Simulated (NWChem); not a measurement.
Molecule: BSiH₄O₃F; SMILES OB(O)O[SiH2]F

```xyz
10

Si    -0.2188    -1.3776    -0.4656
F      0.2107    -2.2097     0.8708
O      0.4919     0.1216    -0.4373
B      0.1026     1.3790     0.0406
O      1.0394     2.3683     0.1365
O     -1.1791     1.6846     0.4141
H     -1.7160    -1.2378    -0.4355
H      0.2828    -2.1166    -1.6588
H      1.9118     2.0357    -0.1364
H     -1.7993     0.9459     0.2933
```
Atoms are numbered in this order, from 1.

Results from NWChem. Pople sets run with spherical d functions. The geometry was optimised at PBE-D3(BJ)/def2-SVP. Atomic charges in e: unrestrained fits to the electrostatic potential beside Mulliken populations; buried atoms are poorly determined by the fit.

For level Hartree-Fock/6-31G*:

* **ESP Si1**: 1.02
* **Mulliken Si1**: 1.30
* **Mulliken F2**: -0.53
* **ESP O3**: -0.71
* **Mulliken O3**: -0.81
* **ESP B4**: 1.03
* **Mulliken B4**: 0.96
* **Mulliken O5**: -0.74

Task: What are these values for level B3LYP/def2-SVP?

Result: 
| Item | Result |
|---|---|
| ESP Si1 | 0.90 |
| Mulliken Si1 | 0.83 |
| Mulliken F2 | -0.34 |
| ESP O3 | -0.60 |
| Mulliken O3 | -0.38 |
| ESP B4 | 0.84 |
| Mulliken B4 | 0.06 |
| Mulliken O5 | -0.13 |
